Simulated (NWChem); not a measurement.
System meant: CH7FN2Si; SMILES N[SiH](N)CF

Here is an NWChem input.

```
start job
memory heap 200 mb stack 900 mb global 1100 mb
geometry units angstroms noautoz
  N     -1.348120    -1.287524    -0.400863
  Si     0.001564    -0.574134     0.405113
  N      1.466130    -0.800380    -0.467277
  C     -0.024318     1.315912     0.651402
  F      0.299420     1.950677    -0.543306
  H     -1.576497    -1.058889    -1.361384
  H     -2.160786    -1.602783     0.115129
  H     -0.035467    -1.183864     1.771812
  H      1.862949     0.003334    -0.940798
  H      1.689094    -1.669920    -0.935300
  H      0.710037     1.622824     1.419052
  H     -1.013530     1.676492     0.986245
end
basis spherical
  * library def2-svp
end
dft
  odft
  mult 2
  xc b3lyp
  iterations 150
  mulliken
end
task dft energy
```

End of the output:

```
                                 NWChem DFT Module
                                 -----------------

 Summary of "ao basis" -> "ao basis" (spherical)
 ------------------------------------------------------------------------------
       Tag                 Description            Shells   Functions and Types
 ---------------- ------------------------------  ------  ---------------------
 N                          def2-svp                 6       14   3s2p1d
 Si                         def2-svp                 8       18   4s3p1d
 C                          def2-svp                 6       14   3s2p1d
 F                          def2-svp                 6       14   3s2p1d
 H                          def2-svp                 3        5   2s1p

 Summary of "ao basis" -> "ao basis" (spherical)
 ------------------------------------------------------------------------------
       Tag                 Description            Shells   Functions and Types
 ---------------- ------------------------------  ------  ---------------------
 N                          def2-svp                 6       14   3s2p1d
 Si                         def2-svp                 8       18   4s3p1d
 C                          def2-svp                 6       14   3s2p1d
 F                          def2-svp                 6       14   3s2p1d
 H                          def2-svp                 3        5   2s1p

  number of electrons :                   50
  multiplicity        :                    2
 ------------------------------------------------------------------------
  no. of electrons and multiplicity not compatible                  50
 ------------------------------------------------------------------------
 ------------------------------------------------------------------------
  current input line :
    27: task dft energy
 ------------------------------------------------------------------------
 ------------------------------------------------------------------------
 There is an error in the input file
 ------------------------------------------------------------------------
 For more information see the NWChem manual at https://nwchemgit.github.io

0: no. of electrons and multiplicity not compatible:Received an Error in Communication
```

Task: What is wrong, and how is it mended?

Result: The input was rejected before any calculation. Cause: the multiplicity doesn't fit the number of electrons (an even count wants an odd multiplicity, and the reverse). This input runs:
```
start job
memory heap 200 mb stack 900 mb global 1100 mb
geometry units angstroms noautoz
  N     -1.348120    -1.287524    -0.400863
  Si     0.001564    -0.574134     0.405113
  N      1.466130    -0.800380    -0.467277
  C     -0.024318     1.315912     0.651402
  F      0.299420     1.950677    -0.543306
  H     -1.576497    -1.058889    -1.361384
  H     -2.160786    -1.602783     0.115129
  H     -0.035467    -1.183864     1.771812
  H      1.862949     0.003334    -0.940798
  H      1.689094    -1.669920    -0.935300
  H      0.710037     1.622824     1.419052
  H     -1.013530     1.676492     0.986245
end
basis spherical
  * library def2-svp
end
dft
  xc b3lyp
  iterations 150
  mulliken
end
task dft energy
```
It converges to -540.93918 Ha (B3LYP/def2-SVP).
